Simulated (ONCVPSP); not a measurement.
# PBEsol ONCV dataset for caesium, scalar-relativistic all-electron reference.

The input file (ONCVPSP 4.0.1):

```
# ATOM AND REFERENCE CONFIGURATION
# atsym  z   nc   nv     iexc    psfile
  Cs 55.00    9    3  -116133      upf
#
#   n    l    f
    1    0    2.00
    2    0    2.00
    2    1    6.00
    3    0    2.00
    3    1    6.00
    3    2   10.00
    4    0    2.00
    4    1    6.00
    4    2   10.00
    5    0    2.00
    5    1    6.00
    6    0    1.00
#
# PSEUDOPOTENTIAL AND OPTIMIZATION
# lmax
    2
#
#   l,   rc,      ep,       ncon, nbas, qcut
    0    2.60    0.00    4    7    4.60
    1    3.30    0.00    4    9    4.90
    2    3.20    0.44    3    7    3.20
#
# LOCAL POTENTIAL
# lloc, lpopt,  rc(5),   dvloc0
    4    5    2.35    0.00
#
# VANDERBILT-KLEINMAN-BYLANDER PROJECTORs
# l, nproj, debl
    0    2    2.30
    1    1    0.80
    2    1    0.70
#
# MODEL CORE CHARGE
# icmod, fcfact, rcfact
    3    5.25    1.10
#
# LOG DERIVATIVE ANALYSIS
# epsh1, epsh2, depsh
   -2.00    5.00    0.02
#
# OUTPUT GRID
# rlmax, drl
    6.00    0.01
#
# TEST CONFIGURATIONS
# ncnf
    4
# nvcnf
#   n    l    f
    3
    5    0    2.00
    5    1    6.00
    6    0    0.00
#
    3
    5    0    2.00
    5    1    6.00
    6    0    0.50
#
    4
    5    0    2.00
    5    1    6.00
    6    0    0.00
    6    1    1.00
#
    3
    5    0    1.00
    5    1    6.00
    6    0    1.00
#
```

Command:

```bash
oncvpsp.x < Cs.dat > Cs.out
```

The program printed (shortened: citation, most of the input echo, consistency checks and plot data are left out):

```
ONCVPSP  (Optimized Norm-Conservinng Vanderbilt PSeudopotential)
scalar-relativistic version 4.0.1

#   n    l    f        energy (Ha)
    1    0    2.00    -1.3150013E+03
    2    0    2.00    -2.0628265E+02
    2    1    6.00    -1.8507109E+02
    3    0    2.00    -4.2877236E+01
    3    1    6.00    -3.6052324E+01
    3    2   10.00    -2.6029033E+01
    4    0    2.00    -8.0854203E+00
    4    1    6.00    -5.9028092E+00
    4    2   10.00    -2.7268396E+00
    5    0    2.00    -9.8445606E-01
    5    1    6.00    -4.9778437E-01
    6    0    1.00    -7.6577460E-02

Reference configufation results
  iterations    31
  all-electron total energy (Ha)   -7.78380505D+03

Begin loop to  construct optimized pseudo wave functions
and semi-local pseudopoentials for all angular momenta

Calculating optimized projector #   1

 for l=   0

    Fraction of norm inside rc  0.918633
    Optimizing pswf for qcut=   4.60 a_B^-1,  ecut=  10.59 Ha
    Residual kinetic energy error=  3.25D-06 Ha

    Energy error per electron        Cutoff
         Ha          eV             Ha
         0.01000     0.27211        5.15
         0.00100     0.02721        7.20
         0.00010     0.00272        8.70
         0.00001     0.00027        9.92

Calculating optimized projector #   2

 for l=   0

    Fraction of norm inside rc  0.037206
    Optimizing pswf for qcut=   4.60 a_B^-1,  ecut=  10.59 Ha
    Residual kinetic energy error=  1.76D-06 Ha

    Energy error per electron        Cutoff
         Ha          eV             Ha
         0.01000     0.27211        1.72
         0.00100     0.02721        6.04
         0.00010     0.00272        8.13
         0.00001     0.00027        9.51

Calculating optimized projector #   1

 for l=   1

    Fraction of norm inside rc  0.932316
    Optimizing pswf for qcut=   4.90 a_B^-1,  ecut=  12.00 Ha
    Residual kinetic energy error=  1.03D-09 Ha

    Energy error per electron        Cutoff
         Ha          eV             Ha
         0.01000     0.27211        2.91
         0.00100     0.02721        3.91
         0.00010     0.00272        4.89
         0.00001     0.00027        5.96

WARNING wellstate: moderately localized bound state found for n= 5 l=  2
WARNING scattering state with energy  0.05000000
WARNING will be used for the first projector

   Wellstate for l =  2  n =  5
     eigenvalue =   0.0500
     asymptotic potential =   0.5500
     half-point radius =  5.5086

Calculating optimized projector #   1

 for l=   2

    Fraction of norm inside rc  0.569098
    Optimizing pswf for qcut=   3.21 a_B^-1,  ecut=   5.14 Ha
    Residual kinetic energy error=  4.74D-05 Ha

    Energy error per electron        Cutoff
         Ha          eV             Ha
         0.01000     0.27211        2.79
         0.00100     0.02721        3.87
         0.00010     0.00272        5.11
         0.00001     0.00027       10.82

Construct Vanderbilt / Kleinmman-Bylander projectors

B matrix Hermiticity error, ll=   0
   1   2    3.8566E-05

  Orthonormal projector coefficients  4.0623E+00  4.8151E-01

Model core correction analysis
  based on d2Exc/dn_idn_j

d2excae - all-electron derivatives

   -2.407857D-02   -2.041722D-02   -1.279699D-03
   -2.041729D-02   -2.068784D-02   -2.700380D-03
   -1.278448D-03   -2.697204D-03   -3.383369D-02

d2excps - pseudofunction derivatives with no core correction

   -3.165516D-02   -2.484018D-02   -1.792148D-03
   -2.484111D-02   -2.299653D-02   -3.031146D-03
   -1.791040D-03   -3.027993D-03   -3.387255D-02

rms 2nd derivative error    3.376605E-03

rmatch, rhocmatch    1.3446    2.1538

Teter function model core charge with specified parameters

d2excps - pseudofunction derivatives with core correction

   -2.590569D-02   -2.181470D-02   -1.402301D-03
   -2.181497D-02   -2.126752D-02   -2.821078D-03
   -1.401063D-03   -2.817903D-03   -3.384687D-02

rms 2nd derivative error    9.213670E-04

Pseudoatom total energy  -20.533230

Diagnostic tests using Vanderbilt-Kleinman-Bylander pseudopotentials
  1 or more projectors used as specified by nproj input data

   l    rcore       rmatch      e in        delta e   norm test  slope test

   0   2.6119497   2.6912541  -0.9844561   0.0000002   1.0000718   1.0000707
   0   2.6119497   2.6912541  -0.0765775   0.0000005   1.0000182   1.0000151

   1   3.3180585   3.4188019  -0.4977844  -0.0000001   0.9999994   0.9999995

   2   3.2010772   3.2982689   0.0500000  -0.0000141   0.9999973   0.9999973

 Testing for bound ghosts
   n   l    E NL Schr. Eq   E Basis Diag.   E Cutoff

   1   0       -0.984456       -0.984455     27.84
   2   0       -0.076577       -0.038684     27.84

   2   1       -0.497784       -0.497784     27.64

   3   2       -0.013820       -0.000791     17.91

 Testing for highly-localized positive-energy ghosts
       l    <radius>/rc     E Basis Diag.   E Cutoff

       0        0.819110        4.713792     27.84  WARNING - GHOST(+)

Test configuration 0

   n   l     f        eae           eps        diff
   1   0  2.0000-1315.00130666
   2   0  2.0000 -206.28264581
   2   1  6.0000 -185.07109063
   3   0  2.0000  -42.87723648
   3   1  6.0000  -36.05232421
   3   2 10.0000  -26.02903261
   4   0  2.0000   -8.08542027
   4   1  6.0000   -5.90280922
   4   2 10.0000   -2.72683965
   5   0  2.0000   -0.98445606   -0.98445582    2.48D-07
   5   1  6.0000   -0.49778437   -0.49778443   -5.91D-08
   6   0  1.0000   -0.07657746   -0.07657695    5.14D-07

    Total energies and differences
      AE_ref= -7.78380505D+03  AE_tst= -7.78380505D+03  dif=  0.00D+00
      PS_ref= -2.05332304D+01  PS_tst= -2.05332304D+01  dif=  2.49D-14
      PSP excitation error= -2.49D-14

Test configuration 1

   n   l     f        eae           eps        diff
   1   0  2.0000-1315.19361117
   2   0  2.0000 -206.47489059
   2   1  6.0000 -185.26331762
   3   0  2.0000  -43.06947307
   3   1  6.0000  -36.24455753
   3   2 10.0000  -26.22127322
   4   0  2.0000   -8.27743692
   4   1  6.0000   -6.09477913
   4   2 10.0000   -2.91869913
   5   0  2.0000   -1.17532726   -1.17526748    5.98D-05
   5   1  6.0000   -0.68665490   -0.68655234    1.03D-04

    Total energies and differences
      AE_ref= -7.78380505D+03  AE_tst= -7.78366570D+03  dif=  1.39D-01
      PS_ref= -2.05332304D+01  PS_tst= -2.03938748D+01  dif=  1.39D-01
      PSP excitation error= -4.37D-06

Test configuration 2

   n   l     f        eae           eps        diff
   1   0  2.0000-1315.09095842
   2   0  2.0000 -206.37227062
   2   1  6.0000 -185.16070980
   3   0  2.0000  -42.96685508
   3   1  6.0000  -36.14194173
   3   2 10.0000  -26.11865282
   4   0  2.0000   -8.17495392
   4   1  6.0000   -5.99232528
   4   2 10.0000   -2.81631307
   5   0  2.0000   -1.07357716   -1.07356165    1.55D-05
   5   1  6.0000   -0.58624892   -0.58621743    3.15D-05
   6   0  0.5000   -0.13835641   -0.13835494    1.47D-06

    Total energies and differences
      AE_ref= -7.78380505D+03  AE_tst= -7.78375150D+03  dif=  5.36D-02
      PS_ref= -2.05332304D+01  PS_tst= -2.04796735D+01  dif=  5.36D-02
      PSP excitation error= -2.36D-06

Test configuration 3

   n   l     f        eae           eps        diff
   1   0  2.0000-1315.04886755
   2   0  2.0000 -206.33026384
   2   1  6.0000 -185.11867703
   3   0  2.0000  -42.92492677
   3   1  6.0000  -36.10000987
   3   2 10.0000  -26.07672101
   4   0  2.0000   -8.13305140
   4   1  6.0000   -5.95041443
   4   2 10.0000   -2.77439117
   5   0  2.0000   -1.03181431   -1.03052288    1.29D-03
   5   1  6.0000   -0.54389062   -0.54264780    1.24D-03
   6   1  1.0000   -0.04699334   -0.04707166   -7.83D-05

    Total energies and differences
      AE_ref= -7.78380505D+03  AE_tst= -7.78375536D+03  dif=  4.97D-02
      PS_ref= -2.05332304D+01  PS_tst= -2.04839740D+01  dif=  4.93D-02
      PSP excitation error=  4.37D-04

Test configuration 4

   n   l     f        eae           eps        diff
   1   0  2.0000-1315.44233974
   2   0  2.0000 -206.72046241
   2   1  6.0000 -185.50891733
   3   0  2.0000  -43.31402294
   3   1  6.0000  -36.48908727
   3   2 10.0000  -26.46588408
   4   0  2.0000   -8.51684892
   4   1  6.0000   -6.33321887
   4   2 10.0000   -3.15392510
   5   0  1.0000   -1.35749043   -1.35703058    4.60D-04
   5   1  6.0000   -0.84615082   -0.84615074    7.63D-08
   6   0  1.0000   -0.27294772   -0.27289896    4.88D-05

    Total energies and differences
      AE_ref= -7.78380505D+03  AE_tst= -7.78263868D+03  dif=  1.17D+00
      PS_ref= -2.05332304D+01  PS_tst= -1.93668332D+01  dif=  1.17D+00
      PSP excitation error= -2.37D-05
```

The run took about 14 s on one core of a shared server CPU.
